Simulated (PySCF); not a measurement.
Species: C5H9NSi.
Structure used (PBE0-D3(BJ)/def2-SVP), in Å, numbered top down from 1:
```
atom  x, y, z in Å
C1     2.8097    0.0534    0.6449
C2     1.8221   -0.1224   -0.0349
C3     0.6176   -0.3097   -0.8620
C4    -0.3951   -1.2559   -0.1868
C5    -1.1617   -0.4693    0.8842
Si6   -1.3260    1.2448    0.1024
N7    -0.1033    0.9312   -1.1042
H8     3.6851    0.2095    1.2479
H9     0.9405   -0.7592   -1.8193
H10   -1.0911   -1.5995   -0.9688
H11    0.1140   -2.1428    0.2199
H12   -2.1136   -0.9493    1.1533
H13   -0.5622   -0.3812    1.8052
H14   -1.0202    2.3670    1.0479
H15   -2.6624    1.5429   -0.5040
H16    0.4166    1.6417   -1.6042
```

Level: PBE0/pcSseg-1 and wB97X-D/def2-SVPD in PySCF, non-relativistic, on one gas-phase PBE0-D3(BJ)/def2-SVP geometry that isn't relaxed in the solvent. The solvent is an IEF-PCM continuum (Bondi radii, 1.10 Å for H, scaled by 1.2). Only the electrostatic response of the medium enters.

Gas phase at PBE0/pcSseg-1: HOMO -6.86 eV, LUMO 0.63 eV, dipole 0.43 D.

Problem. What does the continuum do to the energy, the frontier levels and the dipole at PBE0/pcSseg-1 in chloroform?

Solution. 
| solvent | ε | E(solvent) − E(gas) (kJ/mol) | polarisation term (kJ/mol) | distortion of the solute (kJ/mol) | HOMO (eV) | LUMO (eV) | dipole (D) |
| --- | --- | --- | --- | --- | --- | --- | --- |
| chloroform | 4.711 | -13.04 | -13.77 | 0.73 | -6.86 | 0.67 | 0.52 |

The first energy column is the sum of the next two and covers electrostatics alone.

Problem. Which Mulliken charges (PBE0/pcSseg-1) respond most in chloroform (means over atoms taken as equivalent)?

Solution. 
```csv
atoms,environment,gas (e),solvent (e),change
C1,terminal alkyne carbon,-0.395,-0.415,-0.020
H8,alkyne hydrogen,+0.065,+0.081,+0.016
C2,alkyne carbon,+0.307,+0.292,-0.015
H16,N–H hydrogen,+0.193,+0.207,+0.014
N7,silicon-bound nitrogen,-0.626,-0.636,-0.010
H9,methine hydrogen,+0.150,+0.161,+0.011
H14,Si–H hydrogen,-0.114,-0.123,-0.009
H15,Si–H hydrogen,-0.112,-0.121,-0.009
```

Problem. How do the nuclear quadrupole coupling constants eQVzz/h respond in chloroform?

Solution. 
| nucleus | Q (barn) | gas (MHz) | solvent (MHz) | η gas | η solvent |
| --- | --- | --- | --- | --- | --- |
| 14N at N7 | 0.02044 | -5.29 | -5.17 | 0.40 | 0.41 |

Gas phase at wB97X-D/def2-SVPD: HOMO -8.78 eV, LUMO 2.06 eV, dipole 0.46 D.

Problem. What does the continuum do to the energy, the frontier levels and the dipole at wB97X-D/def2-SVPD in chloroform?

Solution. 
```json
{"solvent": "chloroform", "ε": "4.711", "E(solvent) − E(gas) (kJ/mol)": "-12.89", "polarisation term (kJ/mol)": "-13.79", "distortion of the solute (kJ/mol)": "0.90", "HOMO (eV)": "-8.77", "LUMO (eV)": "2.11", "dipole (D)": "0.58"}
```

Problem. How does the static polarisability (wB97X-D/def2-SVPD, frozen core, with the continuum's full static response) change?

Solution. 
| medium | isotropic (au) | principal values (au) | ⟨r²⟩ of the electrons (bohr²) |
| --- | --- | --- | --- |
| gas | 87.9 | 77.2, 83.4, 103.2 | 909.0 |
| chloroform | 109.6 | 97.0, 105.2, 126.6 | 908.6 |

The isotropic value in chloroform is 1.25 times the gas-phase one; no cavity-field correction is applied. ⟨r²⟩ is taken about the centre of nuclear charge.

Note: wB97X-D ran without an empirical dispersion term, which enters the total energy and its gradient alone.
